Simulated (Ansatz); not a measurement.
`C=[CH][AlH][F]`, charge 0, multiplicity 1.

Question: Give a relaxed structure at PBE0-D4/def2-TZVP (Ansatz 0.2.0). (An estimate is asked.)

Answer: Ansatz gave: 
Cartesian coordinates in Å:
```
C 0.905 -0.612 0.851
C 0.661 0.167 -0.207
Al -1.177 0.484 -0.686
F -1.551 1.439 -1.981
H 0.101 -1.060 1.432
H 1.910 -0.846 1.196
H 1.519 0.578 -0.736
H -2.368 -0.150 0.130
```
Point group Cs.
